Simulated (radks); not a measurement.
The numbers below are computed, except where a source is named.
Spherical jellium clusters: N electrons in a uniform positive sphere of charge N and radius rs N^(1/3), rs = 2.57 bohr. Level of theory: non-relativistic Kohn-Sham, LDA (Slater exchange, Perdew-Wang correlation), spin-polarised, spherical densities (a radial shooting solver with Libxc functionals). Levels are named by radial order and angular momentum (1s, 1p, 1d, 2s, ...), and open shells are averaged over m.

N = 20, configuration 1s2 1p6 1d10 2s2. This is the lowest configuration that the search found. Occupied and some empty levels:

| level | occupation | eigenvalue (eV) | <r> (bohr) |
|---|---|---|---|
| 1s | 2 | -8.7210 | 4.340 |
| 1p | 6 | -6.8500 | 5.238 |
| 1d | 10 | -4.5820 | 5.973 |
| 2s | 2 | -3.7416 | 5.445 |
| 1f | 0 | -2.0911 | 6.795 |
| 2p | 0 | -1.5032 | 7.551 |

Energy (eV): total -26.3605, kinetic 73.322, external -1814.2, Hartree 881.81, exchange-correlation -103.42, background 936.16. Static polarisability (adiabatic kernel): 555.0 bohr^3, against R^3 = 339.5 for a classical metal sphere.

Electron density:

| r (bohr) | n(r) (e/bohr^3) |
|---|---|
| 0.233 | 0.01822 |
| 1.11 | 0.01676 |
| 1.99 | 0.01469 |
| 2.87 | 0.01381 |
| 3.75 | 0.01438 |
| 4.62 | 0.01458 |
| 5.50 | 0.01237 |
| 6.38 | 0.008047 |
| 7.26 | 0.003968 |
| 8.14 | 0.001628 |
| 9.02 | 0.0006086 |
| 9.90 | 0.0002159 |
| 10.8 | 0.00007489 |
| 11.7 | 0.00002541 |
